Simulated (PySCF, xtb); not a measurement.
Si(Cl)(OH) (ClHOSi), SMILES O[Si]Cl (connectivity only; charge and spin as stated), neutral, multiplicity 1. Other conformers were not sampled.

Harmonic wavenumbers (cm⁻¹) from GFN2-xTB (xtb) at its own minimum, in rising order: 244, 361, 438, 687, 843, 3686.

Q: What does B3LYP-D3(BJ)/def2-TZVP in PySCF 2.14.0 give at its own minimum? (The exact figures need the calculation; the answer reports its results.)

A: 265, 472, 490, 800, 858, 3818. Paired by order, the mean absolute difference is 74 cm⁻¹ and the zero-point energies are 8.9 and 9.6 kcal/mol.
